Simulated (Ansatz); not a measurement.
`[F][GeH]([Cl])[O][SiH3]` + `N=C=O` → `O=C=[N][GeH]([F])[Cl]` + silanol at 600 K and 1 bar (ligand exchange at a Ge–O bond).

Calculated with Ansatz (gas phase, PBE0-D4/def2-TZVP geometries, no zero-point term in ΔE). CCSD(T)/CBS adds triple-zeta CCSD(T) − MP2 to the extrapolated MP2 energy (def2 sets, frozen cores). This one scheme is used for every species. For Ge outer-core shells are correlated without core-valence functions, which leaves a few kJ/mol of doubt a bond. Scalar relativity is left out up to krypton. Each species was taken in one conformer, which may not be the lowest.

```csv
species,CCSD(T)/CBS energy (Eh),H − E (kJ/mol),S (J/(mol·K))
`[F][GeH]([Cl])[O][SiH3]`,-3002.48481,174.8,492.3
`N=C=O`,-168.51995,83.3,274.5
`O=C=[N][GeH]([F])[Cl]`,-2804.31074,124.2,455.5
`O[SiH3]`,-366.69042,135.7,307.9
```

H − E and S are ideal-gas, rigid-rotor, harmonic terms from PBE0-D4/def2-TZVP, for one conformer and one mirror image of each species. 1 Eh = 2625.50 kJ/mol, R = 8.31446 J/(mol·K).

Q: By hand: ΔE, ΔH, ΔS and ΔG.

A: ΔE = (-2804.31074) + (-366.69042) − (-3002.48481) − (-168.51995) = 0.00360 Eh = 9.5 kJ/mol. Δ(H − E) = 124.2 + 135.7 − 174.8 − 83.3 = 1.8, so ΔH = 11.3 kJ/mol. ΔS = 455.5 + 307.9 − 492.3 − 274.5 = -3.4 J/(mol·K). ΔG = 11.3 − 600 × (-3.4)/1000 = 13.3 kJ/mol.

Q: By hand: the equilibrium constant, and the temperature at which ΔG would vanish if ΔH and ΔS stayed fixed.

A: log₁₀ K = −ΔG/(RT ln 10) = -1.2. ΔH and −TΔS have one sign here, so there is no such temperature. One of them is within its doubt of zero, so this could turn.

The number of gas molecules stays the same, so ΔS is small and ΔH decides. A doubt of 5 kJ/mol in ΔE shifts log₁₀ K by 0.4 here. Other conformers and mirror images would add mixing entropy, several J/(mol·K) or more a flexible species. Modes under 60 cm⁻¹, often nearly free rotors, make the harmonic entropy too high. These are equilibria of isolated gas molecules and say nothing of rates. Largest T1 diagnostic: 0.018 (customary marks: 0.02 for closed shells, 0.045 for open ones).
